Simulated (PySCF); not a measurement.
Cr⁺: ionisation energy

Cr⁺ [Ar] 3d5 (6S) → Cr²⁺ [Ar] 3d4 (5D), as a difference of total energies. All numbers are calculated (PySCF 2.14, no relativity, point nucleus, in aug-cc-pVDZ). Correlated levels: valence: [Ar] frozen. The calculations carry no spin-orbit coupling.

| method | ionisation energy (eV) |
| --- | --- |
| UHF | 15.186 |
| PBE | 17.220 |
| B3LYP | 16.911 |
| MP2 (valence) | 16.111 |
| SCS-MP2 (valence) | 15.494 |

Problem. How much does correlation contribute at MP2 (valence)?

Solution. 16.111 − (15.186) = 0.925 eV, measured against UHF.

These non-relativistic numbers lack the scalar-relativistic shift.

The reference lies between the lowest fine-structure levels, while these numbers refer to the centres of the terms.

Errors of the correlated levels include the incompleteness of this basis and the frozen core.

For comparison: 16.486 eV (measured; NIST Atomic Spectra Database, ionization energies).
